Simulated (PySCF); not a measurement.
Electron affinity of Ga by level of theory

Ga⁻ [Ar] 3d10 4s2 4p2 (3P) → Ga [Ar] 3d10 4s2 4p1 (2P), as a difference of total energies. Computed with PySCF 2.14 in aug-cc-pwCVDZ-PP with ECP10MDF, with a scalar-relativistic core potential. Correlated levels: valence: 3s2 3p6 3d10 frozen; valence and next inner shell: nothing frozen outside the core potential. The calculations carry no spin-orbit coupling.

```csv
method,electron affinity (eV)
UHF,-0.061
LDA,0.568
PBE,0.477
PBE0,0.416
r2SCAN,0.503
r2SCAN0,0.462
PW91,0.504
revPBE,0.440
wB97X,0.099
MP2 (valence),0.212
SCS-MP2 (valence),0.115
MP2 (valence and next inner shell),0.204
SCS-MP2 (valence and next inner shell),0.100
```

The reference lies between the lowest fine-structure levels, while these numbers refer to the centres of the terms.

Errors of the correlated levels include the incompleteness of this basis and the frozen core.

A negative affinity means that the anion lies above the atom at that level of theory.

In the anion the highest occupied orbital energy is positive at LDA, PBE, PBE0, r2SCAN, r2SCAN0, PW91, revPBE, a self-interaction effect; the basis confines that electron, and the energy difference can still be sensible.

For comparison: 0.301 eV (measured; photodetachment measurements, as compiled on the Wikipedia data page of electron affinities).
